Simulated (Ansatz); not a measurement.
A trace of molecular dynamics of C2H9AlFN (14 atoms, charge 0, multiplicity 1).

Computed with UKS PBE0-D4/6-31G in Ansatz 0.2.0.

| Item | Value |
| --- | --- |
| ensemble | NVE (velocity Verlet) |
| starting velocities drawn for | 100 K |
| seed | 144276 |

| time (fs) | T (K) | potential energy less start (eV) | conserved less start (meV/atom) |
| --- | --- | --- | --- |
| 0.0 | 100 | 0.000 | 0.00 |
| 3.0 | 291 | -0.296 | 0.00 |
| 6.0 | 546 | -0.699 | -0.54 |
| 9.0 | 582 | -0.754 | -0.53 |
| 12.0 | 460 | -0.557 | 0.05 |
| 15.0 | 815 | -1.113 | -0.25 |
| 18.0 | 648 | -0.846 | 0.27 |
| 21.0 | 728 | -0.978 | -0.24 |
| 24.0 | 519 | -0.649 | 0.05 |
| 27.0 | 853 | -1.175 | -0.44 |
| 30.0 | 771 | -1.042 | -0.11 |
| 33.0 | 761 | -1.026 | -0.02 |
| 36.0 | 944 | -1.311 | -0.18 |
| 39.0 | 908 | -1.250 | 0.23 |
| 42.0 | 902 | -1.246 | -0.20 |
| 45.0 | 601 | -0.777 | 0.03 |
| 48.0 | 580 | -0.749 | -0.29 |
| 51.0 | 654 | -0.867 | -0.49 |
| 54.0 | 457 | -0.553 | 0.07 |
| 57.0 | 832 | -1.142 | -0.49 |
| 60.0 | 905 | -1.254 | -0.36 |
| 63.0 | 838 | -1.145 | 0.00 |
| 66.0 | 976 | -1.364 | -0.32 |
| 69.0 | 715 | -0.952 | 0.14 |
| 72.0 | 651 | -0.855 | -0.03 |
| 75.0 | 731 | -0.981 | -0.12 |

**Question.** Is this trajectory sound?

**Answer.** The conserved energy stayed within 0.62 meV per atom of its start (net change -0.12 meV per atom), so the integration is sound. The system heated up, since it started high on the potential surface and ran downhill. A run of 0.075 ps of so small a system gives no equilibrium averages. The orbitals stay closed-shell, which can raise the energy where a bond breaks towards radicals; this wasn't checked here. Limits of this set-up: no polarisation functions. The time step was 0.5 fs.

Time of the run: 16 min on 1 thread of Arm Neoverse V1, on a shared host, peak memory 0.22 GiB.
